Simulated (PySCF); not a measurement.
# Ge²⁺: ionisation energy

Ge²⁺ [Ar] 3d10 4s2 (1S) → Ge³⁺ [Ar] 3d10 4s1 (2S), as a difference of total energies. Computed with PySCF 2.14 in x2c-TZVPPall with one added diffuse shell each of s, p, d type (7s6p5d1f, 57 functions), with scalar relativity by spin-free X2C-1e. Correlated levels: valence and next inner shell: [Ne] frozen. The calculations carry no spin-orbit coupling.

```
                                method  ionisation energy (eV)  error (eV)
                                   UHF                  32.186      -1.872
    MP2 (valence and next inner shell)                  33.388      -0.670
SCS-MP2 (valence and next inner shell)                  33.452      -0.606
   CCSD (valence and next inner shell)                  33.546      -0.512
CCSD(T) (valence and next inner shell)                  33.602      -0.456
```

Reference: 34.058 eV (measured; NIST Atomic Spectra Database, ionization energies).

Errors of the correlated levels include the incompleteness of this basis and the frozen core.
